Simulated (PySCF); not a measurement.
2,2-dichloropropane (C₃H₆Cl₂), SMILES CC(C)(Cl)Cl. Atoms are numbered in the order given.

```xyz
11

C      0.0000    -1.2690     1.1653
C      0.0000     0.0000     0.3420
C      0.0000     1.2690     1.1653
Cl    -1.4598     0.0000    -0.7137
Cl     1.4598     0.0000    -0.7137
H      0.8965    -1.2965     1.8020
H      0.0000    -2.1505     0.5113
H     -0.8965    -1.2965     1.8020
H      0.8965     1.2965     1.8020
H      0.0000     2.1505     0.5113
H     -0.8965     1.2965     1.8020
```
Charge 0, spin multiplicity 1.

Geometry optimised at PBE0-D3(BJ)/def2-SVP.

The numbers are results of PBE/def2-TZVP in PySCF, not measurements.

ESP charges are fitted to the potential on shells at 1.4 to 2.0 van der Waals radii. Atomic charges (e):

```json
[
 {"atom": "C1", "Mulliken": "-0.33", "meta-Löwdin": "-0.35", "ESP fit": "-0.69"},
 {"atom": "C2", "Mulliken": "0.14", "meta-Löwdin": "0.12", "ESP fit": "0.26"},
 {"atom": "C3", "Mulliken": "-0.33", "meta-Löwdin": "-0.35", "ESP fit": "-0.69"},
 {"atom": "Cl4", "Mulliken": "-0.12", "meta-Löwdin": "-0.11", "ESP fit": "-0.10"},
 {"atom": "Cl5", "Mulliken": "-0.12", "meta-Löwdin": "-0.11", "ESP fit": "-0.10"},
 {"atom": "H6", "Mulliken": "0.12", "meta-Löwdin": "0.13", "ESP fit": "0.23"},
 {"atom": "H7", "Mulliken": "0.14", "meta-Löwdin": "0.14", "ESP fit": "0.21"},
 {"atom": "H8", "Mulliken": "0.12", "meta-Löwdin": "0.13", "ESP fit": "0.23"},
 {"atom": "H9", "Mulliken": "0.12", "meta-Löwdin": "0.13", "ESP fit": "0.23"},
 {"atom": "H10", "Mulliken": "0.14", "meta-Löwdin": "0.14", "ESP fit": "0.21"},
 {"atom": "H11", "Mulliken": "0.12", "meta-Löwdin": "0.13", "ESP fit": "0.23"}
]
```

**Question.** Give the Mayer and Wiberg (Löwdin basis) orders of the bonds. (The exact figures need the calculation; the answer reports its results.)

**Answer.** 
| bond | Mayer | Wiberg |
|---|---|---|
| C1–C2 | 1.01 | 1.29 |
| C2–C3 | 1.01 | 1.29 |
| C2–Cl4 | 1.07 | 1.54 |
| C2–Cl5 | 1.07 | 1.54 |
| C1–H6 | 0.95 | 0.88 |
| C1–H7 | 0.96 | 0.89 |
| C1–H8 | 0.95 | 0.88 |
| C3–H9 | 0.95 | 0.88 |
| C3–H10 | 0.96 | 0.89 |
| C3–H11 | 0.95 | 0.88 |
